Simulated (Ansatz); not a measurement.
`[CH3][AlH][NH][AlH2]` + `[SH][GeH3]` → `[CH3][AlH][S][GeH3]` + `[NH2][AlH2]` at 298.15 K and 1 bar (ligand exchange at the Al–N bond).

Calculated with Ansatz (gas phase, PBE0-D4/def2-TZVP geometries, no zero-point term in ΔE). CCSD(T)/CBS is the MP2 limit (def2-TZVPP, def2-QZVPP) plus CCSD(T) − MP2 in def2-TZVPP, frozen cores. This one scheme is used for every species. For Ge outer-core shells are correlated without core-valence functions, which leaves a few kJ/mol of doubt a bond. Scalar relativity is left out up to krypton. One conformer a species, not always the lowest.

```
               species  CCSD(T)/CBS energy (Eh)  H − E (kJ/mol)  S (J/(mol·K))
`[CH3][AlH][NH][AlH2]`               -581.06085           212.1          360.2
          `[SH][GeH3]`              -2476.30083            99.2          286.9
 `[CH3][AlH][S][GeH3]`              -2758.22792           203.9          390.2
         `[NH2][AlH2]`               -299.14566           115.0          251.7
```

H − E and S are ideal-gas, rigid-rotor, harmonic terms from PBE0-D4/def2-TZVP, for one conformer and one mirror image of each species. 1 Eh = 2625.50 kJ/mol, R = 8.31446 J/(mol·K).

Problem. By hand: ΔE, ΔH, ΔS and ΔG.

Solution. ΔE = (-2758.22792) + (-299.14566) − (-581.06085) − (-2476.30083) = -0.01190 Eh = -31.2 kJ/mol. Δ(H − E) = 203.9 + 115.0 − 212.1 − 99.2 = 7.6, so ΔH = -23.6 kJ/mol. ΔS = 390.2 + 251.7 − 360.2 − 286.9 = -5.2 J/(mol·K). ΔG = -23.6 − 298.15 × (-5.2)/1000 = -22.0 kJ/mol.

Problem. By hand: the equilibrium constant, and the temperature at which ΔG would vanish if ΔH and ΔS stayed fixed.

Solution. log₁₀ K = −ΔG/(RT ln 10) = 3.9. ΔG = 0 at ΔH/ΔS = 4538 K, far beyond where these terms or the molecules hold.

The number of gas molecules stays the same, so ΔS is small and ΔH decides. A doubt of 5 kJ/mol in ΔE shifts log₁₀ K by 0.9 here. Other conformers and mirror images would add mixing entropy, several J/(mol·K) or more a flexible species. Modes under 60 cm⁻¹, often nearly free rotors, make the harmonic entropy too high. These are equilibria of isolated gas molecules and say nothing of rates. Largest T1 diagnostic: 0.011 (customary marks: 0.02 for closed shells, 0.045 for open ones).
